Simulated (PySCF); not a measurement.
Two species compared at the same levels of theory.

First species: C5H7F.
SMILES: `FC[C@@H]1[C@H]2C[C@@H]12`

Second species: C₂H₉NSi₃.
Geometry (GFN2-xTB, Å), atoms numbered from 1 in this order:
```xyz
15
C2H9NSi3 angstrom
N      2.8253    1.6688    0.3163
C      2.3116    0.7346    0.7381
Si     1.4261   -0.7936    1.3469
Si    -0.0740   -1.4680   -0.2833
C     -0.7128    0.0169   -1.2848
Si    -1.6372    1.3479   -0.2881
H      2.5286   -1.7194    1.6376
H      0.8595   -0.3620    2.6304
H     -1.2176   -2.1649    0.3260
H      0.5492   -2.4330   -1.2057
H     -1.3668   -0.3487   -2.0774
H      0.1329    0.4910   -1.7858
H     -0.7060    1.9684    0.6559
H     -2.7350    0.7154    0.4499
H     -2.1882    2.3544   -1.1978
```

Levels: CAM-B3LYP/def2-SVPD for dipole moment, HOMO energy, LUMO energy, HOMO–LUMO gap, static isotropic polarisability and electronic spatial extent ⟨r²⟩ about the centre of nuclear charge; TDDFT CAM-B3LYP/def2-SVPD for lowest singlet excitation; TDA CAM-B3LYP/def2-SVPD for lowest triplet excitation (Tamm–Dancoff); GFN2-xTB for rotational constant A and rotational constant C. Geometries: GFN2-xTB. Each structure is a single optimised conformer of the isolated species, non-relativistic unless stated; the electronic structure was computed with PySCF and density fitting.

The conformers computed, where there is a choice (atom-mapped SMILES and torsion angles):
- `[F:1][CH2:2][C@@H:3]1[C@H:4]2[CH2:5][C@@H:6]12`: F1–C2–C3–C4 156°
- `[N:1]#[C:2][SiH2:3][SiH2:4][CH2:5][SiH3:6]`: C2–Si3–Si4–C5 -30°, Si3–Si4–C5–Si6 -60°

```tsv
property	column X	column Y
dipole moment	2.22 D	3.66 D
HOMO energy	-8.86 eV	-10.16 eV
LUMO energy	1.56 eV	0.15 eV
HOMO–LUMO gap	10.42 eV	10.31 eV
lowest singlet excitation	7.45 eV	6.94 eV
lowest triplet excitation (Tamm–Dancoff)	6.88 eV	5.90 eV
static isotropic polarisability	55.4 au	107.4 au
electronic spatial extent ⟨r²⟩ about the centre of nuclear charge	621 bohr²	1383 bohr²
rotational constant A	11.916 GHz	2.038 GHz
rotational constant C	1.976 GHz	0.889 GHz
```

(1) Which column belongs to which species?

(2) How does each property change from the first species to the second?

## Answers

(1) Column X is the first species and column Y the second. The first has 13 atoms and 46 electrons, the second 15 and 70.

(2) dipole moment +1.44 D; HOMO energy -1.30 eV; LUMO energy -1.41 eV; HOMO–LUMO gap -0.11 eV; lowest singlet excitation -0.51 eV; lowest triplet excitation (Tamm–Dancoff) -0.98 eV; static isotropic polarisability +52.0 au; electronic spatial extent ⟨r²⟩ about the centre of nuclear charge +762 bohr²; rotational constant A -9.878 GHz; rotational constant C -1.087 GHz.

On the first: The dipole matches unit charges of opposite sign 0.46 Å apart (1 e·Å = 4.8032 D). The polarisability is 8.22 Å³ as a volume (1 au = 0.148185 Å³), or 1.21 au for each of the 46 electrons.

On the second: A dipole of 3.66 D is allowed in C1, and pure rotational transitions are dipole-allowed. The principal polarisabilities are 94.7, 112.2 and 115.2 au; their mean is the isotropic value.
